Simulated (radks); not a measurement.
Values are calculated unless marked as measured or tabulated.
Radial electron density D(r) = 4 pi r^2 rho(r) of an atom or ion with 45.75 electrons. Level of theory: scalar-relativistic Kohn-Sham, r2SCAN, spin-polarised, spherical densities, finite nucleus; meta-GGA in the generalised Kohn-Sham scheme; Fermi nuclear charge, rms radius of each element as measured or else 0.836 A^(1/3) + 0.57 fm (a radial shooting solver on a logarithmic mesh with Libxc functionals).

```
   r/bohr * D(r) (the largest magnitude, 75.4, reaches the edge; | marks zero)
 0.002176 |   *
 0.002902 |     *
  0.00387 |        *
 0.005121 |            *
  0.00683 |                  *
  0.00911 |                          *
  0.01205 |                                  *
  0.01608 |                                        *
  0.02144 |                                           *
  0.02837 |                                         *
  0.03784 |                                     *
  0.05047 |                                      *
  0.06678 |                                              *
  0.08906 |                                                      *
   0.1188 |                                                   *
   0.1572 |                                       *
   0.2096 |                                     *
   0.2796 |                                            *
   0.3699 |                                    *
   0.4934 |                  *
   0.6581 |           *
   0.8777 |             *
    1.161 |         *
    1.549 |    *
    2.066 | *
    2.734 |*
    3.646 *
    4.863 *
    6.434 *
```

What is the nuclear charge?

Answer. Z = 47. The innermost maximum, from 1s, lies near gamma/Z bohr with gamma = sqrt(1 - (Z/c)^2) = 0.939, here 0.02 bohr (found: 0.0218), and its height grows with Z. The density is that of the silver ion Ag1.25+ in [Kr] 5s(up 0.5, down 0.5) 4d(up 4.75, down 4); the configuration itself is not fixed sharply by these data, and Z only to a few units. D(r) has 4 maxima, at r = 0.0218, 0.0965, 0.289, 0.871 bohr, and minima at 0.0430, 0.187, 0.648 bohr, inside which lie 2.00, 11.11, 29.02 electrons.
